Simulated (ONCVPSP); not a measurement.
## Transferability test, ONCV potential for Rb (Z = 37)

ONCVPSP 4.0.1 input, shortened (lines: element, Z, core and valence counts, functional; n l f; lmax; l rc ep ncon nbas qcut; lloc lpopt rc5 dvloc0; l nproj debl; icmod fcfact rcfact), PW91, scalar-relativistic:

```
  Rb 37.00    6    2  -109134      upf
    1    0    2.00
    2    0    2.00
    2    1    6.00
    3    0    2.00
    3    1    6.00
    3    2   10.00
    4    0    2.00
    4    1    6.00
    2
    0    1.55    0.00    3    8    5.40
    1    2.65    0.00    4    7    5.30
    2    2.80    0.05    3    7    2.90
    4    5    1.30    0.00
    0    2    1.00
    1    1    4.00
    2    1    3.00
    1    0.45    0.00
```

In the s channel the program set the typed energies aside and used -1.386, 0.250 Ha.

Energies are relative to the spin-unpolarised reference configuration 4s2 4p6; without spin polarisation the order of configurations can differ from experiment.

| valence configuration | charge | ΔE all-electron (eV) | error AE − PS (meV) |
| --- | --- | --- | --- |
| 4s2 4p6 5s1 | 0 | -4.184 | +0.2 |
| 4s2 4p6 5p1 | 0 | -2.674 | +9.0 |

What are ΔE and the potential's error for 4s2 4p6 5s0.5?

ΔE = -2.609 eV all-electron; the error (AE − PS) is +0.1 meV.

What are ΔE and the potential's error for 4s2 4p5 5s1?

ΔE = 17.014 eV all-electron; the error (AE − PS) is -9.7 meV.

Levels in the configuration 4s2 4p5 5s1:

| level | all-electron (eV) | pseudo (eV) |
| --- | --- | --- |
| 4s | -43.221 | -43.200 |
| 4p | -26.674 | -26.686 |
| 5s | -8.095 | -8.092 |
